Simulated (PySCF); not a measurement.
CoH3O3, neutral, multiplicity 5. Atoms are numbered in the order given.

```xyz
7

Co     0.0078     0.0030     0.0000
O      1.1692    -1.3530     0.0000
H      0.8406    -2.2722     0.0000
O      0.7295     1.6352     0.0000
H      0.0924     2.3775     0.0000
O     -1.7606    -0.1779     0.0000
H     -2.2476    -1.0218     0.0000
```
Charge 0, spin multiplicity 5.

Geometry: PBE-D3(BJ)/def2-SVP. The multiplicity is an assumed one; other spin states were not compared. Other conformers were not sampled.

Method: PySCF with PBE/def2-TZVPD.

Mulliken values depend strongly on the basis, most of all with diffuse functions as here. ESP charges are fitted to the potential on shells at 1.4 to 2.0 van der Waals radii. Atomic charges (e):

| atom | meta-Löwdin | ESP fit | Mulliken spin |
|---|---|---|---|
| Co1 | 1.32 | (withheld) | 2.83 |
| O2 | -0.78 | (withheld) | 0.38 |
| H3 | 0.34 | (withheld) | 0.01 |
| O4 | -0.76 | (withheld) | 0.41 |
| H5 | 0.34 | (withheld) | 0.00 |
| O6 | -0.81 | (withheld) | 0.36 |
| H7 | 0.35 | (withheld) | 0.01 |

Q: Complete the blanks. (The exact figures need the calculation; the answer reports its results.)

A: 
- Co1, ESP fit: 0.55
- O2, ESP fit: -0.52
- H3, ESP fit: 0.34
- O4, ESP fit: -0.51
- H5, ESP fit: 0.37
- O6, ESP fit: -0.60
- H7, ESP fit: 0.37
